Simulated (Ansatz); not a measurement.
One change: `C=C[SiH2]BF` becomes `C=C[SiH2][SiH3]`.

Ansatz, PBE0-D4/def2-TZVP geometries, multiplicity 1. Each molecule was computed in one conformer, which needn't be the lowest.

| property | `C=C[SiH2]BF` |
| --- | --- |
| size of the dipole moment (B3LYP/def2-TZVPP) / D | 0.48 |
| HOMO–LUMO gap (PBE0/def2-TZVPP) / eV | 6.34 |
| HOMO energy (ωB97M-V/def2-TZVPP) / eV | -10.16 |
| HOMO–LUMO gap (PBE/def2-TZVPP) / eV | 4.02 |
| HOMO energy (B3LYP/def2-TZVPP) / eV | -7.77 |
| HOMO–LUMO gap (B3LYP/def2-TZVPP) / eV | 5.92 |

**Question.** Give the same properties after the change, and the shifts. (An estimate is asked.)

**Answer.** Computed: 
```json
{"property": "size of the dipole moment (B3LYP/def2-TZVPP) / D", "`C=C[SiH2][SiH3]`": "0.79", "shift": "0.31"}
{"property": "HOMO–LUMO gap (PBE0/def2-TZVPP) / eV", "`C=C[SiH2][SiH3]`": "6.98", "shift": "0.64"}
{"property": "HOMO energy (ωB97M-V/def2-TZVPP) / eV", "`C=C[SiH2][SiH3]`": "-9.70", "shift": "0.46"}
{"property": "HOMO–LUMO gap (PBE/def2-TZVPP) / eV", "`C=C[SiH2][SiH3]`": "4.95", "shift": "0.93"}
{"property": "HOMO energy (B3LYP/def2-TZVPP) / eV", "`C=C[SiH2][SiH3]`": "-7.43", "shift": "0.34"}
{"property": "HOMO–LUMO gap (B3LYP/def2-TZVPP) / eV", "`C=C[SiH2][SiH3]`": "6.57", "shift": "0.65"}
```

With PBE0 the HOMO rises by 0.34 eV and the LUMO rises by 0.98 eV, so the gap widens by about 0.64 eV. PBE moves the HOMO by 0.07 eV and ωB97M-V by 0.46 eV. The zero-point energy changes by 25.2 kJ/mol with +3 modes. Dipoles are sizes alone; their direction can turn.

Positive LUMOs are unbound, so they and the gaps depend on the basis.

B3LYP here is the variant with VWN-RPA as its local correlation; programs differ in this.
